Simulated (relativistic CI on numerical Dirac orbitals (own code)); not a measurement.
# Ir6+ (5d3) in a crystal field

Calculated by Dirac-Coulomb-Breit CI, separate exchange-only KLI orbitals for each configuration, model QED, one configuration in a parametric crystal field, unscaled Slater integrals (own radial code). With so little scaling, terms lie 10 to 35 % too far apart, which can change the order of excited levels.

Field parameters in Wybourne normalisation: D4h B²₀ = −7Ds, B⁴₀ = 21(Dq − Dt), B⁴₄ = 21√(5/14) Dq; Oh B⁴₀ = 21Dq, B⁴₄ = √(5/14) B⁴₀; Td as Oh with Dq negative (B⁴₀ = 21Dq, B⁴₄ = √(5/14) B⁴₀). The field is a parameter set, without covalency.

S and J are read from ⟨S²⟩ = S(S + 1) and ⟨J²⟩ = J(J + 1) of each level; they are not fictitious spins.

Oh, 10Dq = 32400 cm⁻¹, the lowest 16 levels:

| E (cm⁻¹) | Degeneracy | Irrep | S | J |
| --- | --- | --- | --- | --- |
| 0.0 | 4 | Γ8 | 1.45 | 3.01 |
| 17128 | 4 | Γ8 | 0.72 | 3.68 |
| 19881 | 4 | Γ8 | 0.58 | 3.82 |
| 21658 | 2 | Γ6 | 0.60 | 3.45 |
| 30189 | 2 | Γ7 | 1.20 | 3.15 |
| 31904 | 4 | Γ8 | 1.22 | 3.64 |
| 34866 | 2 | Γ7 | 1.10 | 3.46 |
| 34972 | 4 | Γ8 | 1.38 | 2.92 |
| 36590 | 2 | Γ6 | 1.44 | 3.43 |
| 37352 | 4 | Γ8 | 0.97 | 3.65 |
| 43079 | 2 | Γ6 | 1.27 | 3.08 |
| 46032 | 4 | Γ8 | 1.31 | 3.04 |
| 47057 | 2 | Γ7 | 1.27 | 3.39 |
| 48356 | 4 | Γ8 | 1.41 | 3.49 |
| 51021 | 2 | Γ6 | 0.72 | 4.33 |
| 52806 | 4 | Γ8 | 0.76 | 3.97 |

D4h, 10Dq = 16100, Ds = 2080, Dt = 510 cm⁻¹, the lowest 16 levels:

```tsv
E (cm⁻¹)	Degeneracy	Irrep	S	J
0.0	2	Γ7	1.41	2.22
1128	2	Γ6	1.42	2.46
10432	2	Γ7	1.37	2.85
11227	2	Γ6	1.34	2.88
13465	2	Γ7	1.29	2.73
15467	2	Γ7	1.40	3.47
15977	2	Γ6	1.31	3.54
18035	2	Γ7	1.15	3.62
19009	2	Γ6	1.20	3.39
20151	2	Γ6	0.82	3.83
20692	2	Γ6	1.32	3.62
21954	2	Γ7	1.07	3.63
22725	2	Γ7	1.03	3.51
24447	2	Γ6	0.89	3.29
26793	2	Γ6	1.03	3.34
27321	2	Γ6	1.24	3.84
```

Principal g values of the ground doublet: 0.21, 1.75, 1.75.

Td, 10Dq = -10150 cm⁻¹, the lowest 16 levels:

```
E (cm⁻¹)  Degeneracy  Irrep     S     J
     0.0           4     Γ8  1.36  1.97
    5870           2     Γ7  1.48  2.64
    9453           4     Γ8  1.45  3.02
   14085           2     Γ6  1.41  3.95
   14532           4     Γ8  1.24  3.35
   16171           2     Γ7  1.32  3.39
   16651           4     Γ8  1.03  3.64
   18393           2     Γ6  1.18  3.94
   21798           4     Γ8  1.00  4.08
   23555           2     Γ6  1.04  2.08
   23751           4     Γ8  1.07  2.99
   27504           4     Γ8  1.17  4.06
   27958           2     Γ7  0.80  3.49
   28758           2     Γ6  1.00  4.04
   30888           4     Γ8  1.01  4.06
   33700           2     Γ6  0.97  3.45
```

The free-ion ground term has S = 3/2. Every field shown keeps that spin.

Levels of this model without a field, named by their leading LS term: 4F_3/2 0, 4F_5/2 7145, 4F_7/2 13187, 4F_9/2 17400, 4P_3/2 18674, 4P_1/2 21326, 2G_7/2 27897, 2H_9/2 28789 cm⁻¹.
